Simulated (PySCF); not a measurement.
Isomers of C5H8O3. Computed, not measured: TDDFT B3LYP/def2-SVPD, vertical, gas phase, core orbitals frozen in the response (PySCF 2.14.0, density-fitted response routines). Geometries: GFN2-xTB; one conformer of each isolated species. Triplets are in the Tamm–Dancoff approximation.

A. `C[C@H](O)/C=C/OC=O`
B. `O=C[C@@H]1CO[C@@H]1CO`
C. `O=C1C[C@H](CCO)O1`
D. `O1[C@H]([C@H](C=O)C1)CO`

Lowest singlet levels (six at most, fewer where fewer were computed) with oscillator strengths:

1. 5.91 eV (f 0.000); 6.82 eV (f 0.009); 6.97 eV (f 0.002); 7.38 eV (f 0.013); 7.48 eV (f 0.017); 7.64 eV (f 0.003); T1 5.41 eV
2. 4.28 eV (f 0.000); 5.65 eV (f 0.007); 6.38 eV (f 0.061); 6.56 eV (f 0.014); 6.84 eV (f 0.001); 6.97 eV (f 0.009); T1 3.73 eV
3. 4.18 eV (f 0.000); 5.34 eV (f 0.003); 6.00 eV (f 0.036); 6.77 eV (f 0.001); 6.97 eV (f 0.002); 6.97 eV (f 0.003); T1 3.59 eV
4. 5.66 eV (f 0.011); 5.80 eV (f 0.323); 6.28 eV (f 0.060); 6.71 eV (f 0.036); 7.13 eV (f 0.132); 7.23 eV (f 0.009); T1 4.18 eV

Question: Which spectrum belongs to which structure?

Answer: 1 = C, 2 = B, 3 = D, 4 = A.
- A: S1 at 5.66 eV, HOMO-2→LUMO (66%), HOMO-1→LUMO (22%); Löwdin shares by element: HOMO carbon 53% or more, oxygen 26% or more (atoms not listed hold the other 21%); LUMO carbon 56% or more, oxygen 19% or more (atoms not listed hold the other 25%); HOMO -7.38 and LUMO -1.14 eV.
- B: S1 at 4.28 eV, HOMO→LUMO (93%); S1 has the pattern of n→π* at C=O; HOMO -7.19 and LUMO -1.16 eV.
- C: S1 at 5.91 eV, HOMO-1→LUMO (82%), HOMO→LUMO (16%); S1 has the pattern of n→π* at C=O; HOMO -7.95 and LUMO -0.36 eV.
- D: S1 at 4.18 eV, HOMO→LUMO (96%); S1 has the pattern of n→π* at C=O; HOMO -7.55 and LUMO -1.52 eV.
B and D have S1 within 0.10 eV of each other; their strongest listed levels stand at 6.38 eV (f 0.061) and 6.00 eV (f 0.036).
